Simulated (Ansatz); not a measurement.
Computed with Ansatz on PBE0-D4/def2-TZVP structures; ΔE is electronic, products minus reactants. CCSD(T)/CBS adds triple-zeta CCSD(T) − MP2 to the extrapolated MP2 energy (def2 sets, frozen cores). This one scheme is used for every species. Functionals use def2-TZVPP. B3LYP here is the variant with VWN-RPA as its local correlation; programs differ in this. One conformer a species, not always the lowest.

Reaction (ligand exchange at the Si–N bond): `F[SiH2]N([SiH3])[SiH3]` + `O[SiH](Cl)Cl` → `[SiH3]O[SiH](Cl)Cl` + `F[SiH2]N[SiH3]`

```tsv
level	ΔE (kJ/mol)	difference from CCSD(T)/CBS
LDA (SPW92)	-40.6	9.5
BLYP-D4	-51.1	-1.0
PBE0-D4	-45.3	4.8
B3LYP-D4	-53.5	-3.4
r2SCAN0-D4	-49.9	0.2
BHLYP-D4	-57.2	-7.1
CAM-B3LYP-D4	-57.1	-7.0
ωB97M-V	-49.2	0.9
PBE	-45.9	4.2
revPBE	-48.2	1.9
r2SCAN	-49.4	0.7
PBE0	-48.2	1.9
r2SCANh	-50.0	0.1
HF/def2-SVP	-65.1	-15.0
MP2/def2-SVP	-47.0	3.1
HF/def2-QZVPP	-70.9	-20.8
CCSD(T)/CBS	-50.1	0
```

Largest T1 diagnostic among the species: 0.012.

The D4 term adds +5.8 kJ/mol with B3LYP and +2.9 kJ/mol with PBE0; it sums over pairs of atoms, weighted by their polarisabilities, and B3LYP, whose exchange is more repulsive, gets the larger term. Leaving LDA and LC-ωPBE aside and taking each functional with its dispersion term where it has one, the values, not all of them listed here, spread over 17.7 kJ/mol, from BHLYP-D4 to revPBE-D4. LDA lies +5.3 kJ/mol from PBE without D4. From BLYP to BHLYP (50 % exact exchange), in def2-TZVPP and without D4, ΔE moves by −3.7 kJ/mol.
